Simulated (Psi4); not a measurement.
C₇H₇O (SMILES Cc1ccc([O])cc1), doublet, at a GFN2-xTB geometry; Psi4 with HSE06/3-21G.

Psi4 was given this input:
```
memory 2 GB

molecule {
0 2
  C    -2.77485450   -0.31397233   -0.09795376
  C    -1.29792260   -0.13873099   -0.03622907
  C    -0.45540720   -1.26271643    0.02356923
  C     0.90039985   -1.13281791    0.06596932
  C     1.53805169    0.17123047    0.05117137
  O     2.76698655    0.30614444    0.08995023
  C     0.63546333    1.30580553   -0.01312065
  C    -0.71777593    1.13931539   -0.05441069
  H    -3.10307357   -1.07229238    0.61135704
  H    -3.06467633   -0.65514815   -1.09371576
  H    -3.29368044    0.61901725    0.10676058
  H    -0.90589933   -2.24607811    0.03647089
  H     1.54792454   -1.99548828    0.11300103
  H     1.08227016    2.28858041   -0.02585172
  H    -1.36648507    2.00357152   -0.10159847
}

set basis 3-21g
set reference uks

energy('hse06')
print_variables()
```

The log (banner, timings and long lists left out):

```
   => Loading Basis Set <=

    Name: 3-21G
    Role: ORBITAL
    Keyword: BASIS

         ---------------------------------------------------------
                                   SCF
               by Justin Turney, Rob Parrish, Andy Simmonett
                          and Daniel G. A. Smith
                              UKS Reference
         ---------------------------------------------------------

  ==> Geometry <==

    Molecular point group: c1
    Full point group: C1

    Geometry (in Angstrom), charge = 0, multiplicity = 2:

       Center              X                  Y                   Z               Mass
    ------------   -----------------  -----------------  -----------------  -----------------
         C           -2.859098678134    -0.323762209692    -0.101226558759    12.000000000000
         C           -1.382166778134    -0.148520869692    -0.039501868759    12.000000000000
         C           -0.539651378134    -1.272506309692     0.020296431241    12.000000000000
         C            0.816155671866    -1.142607789692     0.062696521241    12.000000000000
         C            1.453807511866     0.161440590308     0.047898571241    12.000000000000
         O            2.682742371866     0.296354560308     0.086677431241    15.994914619570
         C            0.551219151866     1.296015650308    -0.016393448759    12.000000000000
         C           -0.802020108134     1.129525510308    -0.057683488759    12.000000000000
         H           -3.187317748134    -1.082082259692     0.608084241241     1.007825032230
         H           -3.148920508134    -0.664938029692    -1.096988558759     1.007825032230
         H           -3.377924618134     0.609227370308     0.103487781241     1.007825032230
         H           -0.990143508134    -2.255867989692     0.033198091241     1.007825032230
         H            1.463680361866    -2.005278159692     0.109728231241     1.007825032230
         H            0.998025981866     2.278790530308    -0.029124518759     1.007825032230
         H           -1.450729248134     1.993781640308    -0.104871268759     1.007825032230

  Running in c1 symmetry.

  Rotational constants: A =      0.18139  B =      0.05152  C =      0.04042 [cm^-1]
  Rotational constants: A =   5437.85627  B =   1544.55328  C =   1211.84670 [MHz]
  Nuclear repulsion =  332.839909003886987

  Charge       = 0
  Multiplicity = 2
  Electrons    = 57
  Nalpha       = 29
  Nbeta        = 28

  ==> Algorithm <==

  SCF Algorithm Type is DF.
  DIIS enabled.
  MOM disabled.
  Fractional occupation disabled.
  Guess Type is SAD.
  Energy threshold   = 1.00e-06
  Density threshold  = 1.00e-06
  Integral threshold = 1.00e-12

  ==> Primary Basis <==

  Basis Set: 3-21G
    Blend: 3-21G
    Number of shells: 54
    Number of basis functions: 86
    Number of Cartesian functions: 86
    Spherical Harmonics?: false
    Max angular momentum: 1

  ==> DFT Potential <==

   => LibXC <=

    Version 7.1.2
    S. Lehtola, C. Steigemann, M. J. T. Oliveira, and M. A. L. Marques,  SoftwareX 7, 1–5 (2018) (10.1016/j.softx.2017.11.002)

   => Composite Functional: HSE06 <=

    HSE06 Hyb-GGA Exchange-Correlation Functional

    J. Heyd, G. E. Scuseria, and M. Ernzerhof,  J. Chem. Phys. 118, 8207 (2003) (10.1063/1.1564060)
    J. Heyd, G. E. Scuseria, and M. Ernzerhof,  J. Chem. Phys. 124, 219906 (2006) (10.1063/1.2204597)
    A. V. Krukau, O. A. Vydrov, A. F. Izmaylov, and G. E. Scuseria,  J. Chem. Phys. 125, 224106 (2006) (10.1063/1.2404663)

    Deriv               =              1
    GGA                 =           TRUE
    Meta                =          FALSE

    Exchange Hybrid     =           TRUE
    MP2 Hybrid          =          FALSE

   => Exchange Functionals <=

    1.0000   short-range part of the PBE (default w=0 gives PBEh) [omega = 0.1100]
    -0.2500   short-range part of the PBE (default w=0 gives PBEh) [omega = 0.1100]

   => Exact (HF) Exchange <=

    -0.2500            HF,LR [omega = 0.1100]
    0.2500               HF

   => Correlation Functionals <=

    1.0000   Perdew, Burke & Ernzerhof

   => LibXC Density Thresholds  <==

    XC_HYB_GGA_XC_HSE06:  1.00E-15

   => Molecular Quadrature <=

    Radial Scheme          =       TREUTLER
    Pruning Scheme         =           NONE
    Nuclear Scheme         =       TREUTLER

    Blocking Scheme        =         OCTREE
    BS radius alpha        =              1
    Pruning alpha          =              1
    Radial Points          =             75
    Spherical Points       =            302
    Total Points           =         313130
    Total Blocks           =           2374
    Max Points             =            256
    Max Functions          =             81
    Weights Tolerance      =       1.00E-15

   => Loading Basis Set <=

    Name: (3-21G AUX)
    Role: JKFIT
    Keyword: DF_BASIS_SCF

  ==> Integral Setup <==

  SCF_SUBTYPE=INCORE selected. In-core MEM_DF algorithm will be used.
  Using in-core AOs.

  ==> MemDFJK: Density-Fitted J/K Matrices <==

    J tasked:                   Yes
    K tasked:                   Yes
    wK tasked:                  Yes
    Omega:                1.100E-01
    Algorithm:                 Core
    Schwarz Cutoff:           1E-12
    Mask sparsity (%):       5.7328
    Fitting Condition:        1E-10

   => Auxiliary Basis Set <=

  Basis Set: (3-21G AUX)
    Blend: DEF2-UNIVERSAL-JKFIT
    Number of shells: 242
    Number of basis functions: 856
    Number of Cartesian functions: 856
    Spherical Harmonics?: false
    Max angular momentum: 4

  Minimum eigenvalue in the overlap matrix is 1.7045254421E-03.
  Reciprocal condition number of the overlap matrix is 3.5492910516E-04.
    Using symmetric orthogonalization.

  ==> Pre-Iterations <==

  SCF Guess: Superposition of Atomic Densities via on-the-fly atomic UHF (no occupation information).

   -------------------------
    Irrep   Nso     Nmo
   -------------------------
     A         86      86
   -------------------------
    Total      86      86
   -------------------------

  ==> Iterations <==

                           Total Energy        Delta E     RMS |[F,P]|

   @DF-UKS iter SAD:  -343.43579376848004   -3.43436e+02   0.00000e+00
   @DF-UKS iter   1:  -343.61097823314589   -1.75184e-01   8.32525e-03 ADIIS/DIIS
   @DF-UKS iter   2:  -343.64376992542839   -3.27917e-02   8.00746e-03 ADIIS/DIIS
   @DF-UKS iter   3:  -343.85312421777422   -2.09354e-01   2.01296e-03 ADIIS/DIIS
   @DF-UKS iter   4:  -343.86460994654919   -1.14857e-02   6.74297e-04 ADIIS/DIIS
   @DF-UKS iter   5:  -343.86617409418034   -1.56415e-03   2.02205e-04 ADIIS/DIIS
   @DF-UKS iter   6:  -343.86641490501160   -2.40811e-04   1.31035e-04 ADIIS/DIIS
   @DF-UKS iter   7:  -343.86654210999916   -1.27205e-04   6.25538e-05 DIIS
   @DF-UKS iter   8:  -343.86658277731993   -4.06673e-05   1.63614e-05 DIIS
   @DF-UKS iter   9:  -343.86658619744253   -3.42012e-06   5.43917e-06 DIIS
   @DF-UKS iter  10:  -343.86658641294031   -2.15498e-07   2.93838e-06 DIIS
   @DF-UKS iter  11:  -343.86658652204483   -1.09105e-07   1.06210e-06 DIIS
   @DF-UKS iter  12:  -343.86658655564980   -3.36050e-08   7.85099e-07 DIIS
  Energy and wave function converged.

  ==> Post-Iterations <==

   Electrons on quadrature grid:
      Nalpha   =   28.9999969796 ; deviation = -3.020e-06
      Nbeta    =   28.0000026248 ; deviation = 2.625e-06
      Ntotal   =   56.9999996044 ; deviation = -3.956e-07

   @Spin Contamination Metric:   4.901695860E-02
   @S^2 Expected:                7.500000000E-01
   @S^2 Observed:                7.990169586E-01
   @S   Expected:                5.000000000E-01
   @S   Observed:                5.000000000E-01

    Orbital Energies [Eh]
    ---------------------

    Alpha Occupied:

[...]
    Alpha Virtual:

[...]
    Beta Occupied:

[...]
      28A     -0.232725

    Beta Virtual:

[...]
      86A      3.478642

    Final Occupation by Irrep:
              A
    DOCC [    28 ]
    SOCC [     1 ]
    NA   [    29 ]
    NB   [    28 ]

  @DF-UKS Final Energy:  -343.86658655564980

   => Energetics <=

    Nuclear Repulsion Energy =            332.8399090038869872
    One-Electron Energy =               -1124.0050321728349445
    Two-Electron Energy =                 485.1244422066680499
    DFT Exchange-Correlation Energy =     -37.8259055933698818
    Empirical Dispersion Energy =           0.0000000000000000
    VV10 Nonlocal Energy =                  0.0000000000000000
    Total Energy =                       -343.8665865556498034

  UHF NO Occupations:
  HONO-2 :   27  A 1.9904880
  HONO-1 :   28  A 1.9881348
  HONO-0 :   29  A 1.0000000
  LUNO+0 :   30  A 0.0118652
  LUNO+1 :   31  A 0.0095120
  LUNO+2 :   32  A 0.0024445
  LUNO+3 :   33  A 0.0001789

Computation Completed

Properties will be evaluated at   0.000000,   0.000000,   0.000000 [a0]

Properties computed using the SCF density matrix

 Multipole Moments:

 ------------------------------------------------------------------------------------
     Multipole            Electronic (a.u.)      Nuclear  (a.u.)        Total (a.u.)
 ------------------------------------------------------------------------------------

 L = 1.  Multiply by 2.5417464519 to convert [e a0] to [Debye]
 Dipole X            :          7.4967216           -9.0743098           -1.5775882
 Dipole Y            :          0.8594072           -1.0545106           -0.1951034
 Dipole Z            :          0.2783186           -0.3525277           -0.0742090
 Magnitude           :                                                    1.5913381

 ------------------------------------------------------------------------------------

  Variable Map:
  ----------------------------------------------------------------------------
[...]
  Array Variable Map:
  ----------------------------------------------------------------------------
[...]
[...]
```
